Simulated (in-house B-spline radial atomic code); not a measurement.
Xe⁵⁺: [Kr] 4d10 5s2 5p1

Computed with a radial B-spline atomic code at the basis-set limit: Dirac-Kohn-Sham PW91, spherical fractional occupations, Fermi nucleus of rms radius 4.7859 fm.

Z_r = [3n² - l(l+1)]/(2<r>); Z_e = n√(-2ε); the last column is Slater's effective charge. Values are occupation-weighted means over j. An effective charge above Z reflects the relativistic contraction of the inner shells.

```csv
shell,electrons,ε (eV),<r> (bohr),Z_r,Z_e,Slater
1s,2,-34411,0.02666,56.27,50.29,53.70
2s,2,-5406.2,0.1142,52.55,39.87,49.85
2p,6,-4867.1,0.1001,49.97,37.83,49.85
3s,2,-1154.9,0.3061,44.11,27.64,42.75
3p,6,-979.6,0.3039,41.13,25.46,42.75
3d,10,-714.88,0.2809,37.39,21.75,32.85
4s,2,-258.27,0.7155,33.54,17.43,26.25
4p,6,-202.43,0.7622,30.18,15.43,26.25
4d,10,-119.88,0.8666,24.23,11.87,14.85
5s,2,-73.867,1.671,22.44,11.65,10.00
5p,1,-59.326,1.876,19.45,10.44,10.00
```

The least bound orbital is 5p3/2 at -58.64 eV, and it is also the most diffuse (<r> = 1.895 bohr).

Spin-orbit splittings of the orbital energies (j = l + 1/2 above j = l - 1/2 when positive): 2p 324.8 eV, 3p 61.7 eV, 3d 13.04 eV, 4p 12.38 eV, 4d 2.025 eV, 5p 2.064 eV.

For the 1s electron the small component carries 3.96 % of the norm, the zero-frequency Breit interaction raises the level by 86.89 eV, self-energy by 50.01 eV, and vacuum polarisation lowers it by 7.008 eV.
